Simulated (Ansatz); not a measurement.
Z-matrix (Å, degrees):
```
C
O 1 1.1927
O 1 1.3300 2 131.12
H 3 0.9909 1 109.02 2 0.00
```
Charge 0, spin multiplicity 2.

The numbers are results of frozen-core CCSD(T)/cc-pVTZ // PBE-D3(BJ)/def2-TZVP run with Ansatz (a first-principles code), not measurements.

* **HF energy**: -188.20316 Ha
* **MP2 correlation energy**: -0.60061 Ha

**Question.** Estimate the CCSD correlation energy, the (T) correction, the total energy and the T1 diagnostic.

**Answer.** 
The CCSD correlation energy comes out as -0.60357 Ha and the (T) correction is -0.02678 Ha. The CCSD(T) total energy is -188.83352 Ha and the T1 diagnostic is 0.023.
